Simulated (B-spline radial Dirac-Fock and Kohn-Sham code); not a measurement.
**Electron momentum distribution of Fe⁴⁺: Compton profiles**

System: Fe⁴⁺ in the configuration [Ar] 3d4, inside a Watson sphere of charge -4 and radius 2.7 Å (a model of the Madelung potential; inside it an electron's potential energy is raised by 21.3 eV).

These are calculated numbers from a radial B-spline solver; the model is the impulse approximation on Dirac-Fock densities. pz is in atomic units of momentum; subshell profiles are per electron, for a selection of subshells; open shells are spread over both j values by their weights.

```
 pz    J total   J 1s1/2   J 3p3/2   J 3d3/2   J 3d5/2
  0      3.320    0.0331     0.212     0.167     0.167
0.2      3.306    0.0331     0.212     0.167     0.167
0.3      3.287    0.0331     0.212     0.167     0.167
0.4      3.262    0.0331     0.212     0.167     0.167
0.5      3.228    0.0331     0.211     0.167     0.167
0.6      3.186    0.0331     0.210     0.166     0.167
0.8      3.078    0.0330     0.205     0.166     0.166
  1      2.938    0.0330     0.197     0.164     0.164
1.2      2.767    0.0329     0.186     0.160     0.160
1.4      2.572    0.0328     0.171     0.153     0.154
1.6      2.362    0.0327     0.153     0.145     0.145
1.8      2.146    0.0326     0.134     0.135     0.135
  2      1.935    0.0325     0.115     0.123     0.123
2.5      1.468    0.0322    0.0716    0.0935    0.0934
  3      1.122    0.0318    0.0402    0.0673    0.0671
  4     0.7232    0.0307    0.0113    0.0325    0.0323
  5     0.5259    0.0295   0.00490    0.0154    0.0152
  7     0.3139    0.0265   0.00420   0.00359   0.00354
 10     0.1532    0.0215   0.00243  0.000502  0.000494
 15    0.05602    0.0136  0.000551  3.39e-05  3.30e-05
 20    0.02510   0.00793  0.000129  3.92e-06  3.78e-06
 30   0.006598   0.00255  1.11e-05    < 1e-6    < 1e-6
 40   0.002104  0.000872  1.58e-06    < 1e-6    < 1e-6
 60  0.0003266  0.000142    < 1e-6    < 1e-6    < 1e-6
100  2.449e-05  1.09e-05    < 1e-6    < 1e-6    < 1e-6
```

J(0) = 3.320. The 3p3/2 subshell gives the largest part, 26 %.

Mean momentum ⟨p⟩ by subshell (a.u.): 1s1/2 22.1, 2s1/2 7.32, 2p1/2 9.85, 2p3/2 9.72, 3s1/2 3.03, 3p1/2 3.53, 3p3/2 3.50, 3d3/2 3.75, 3d5/2 3.74.
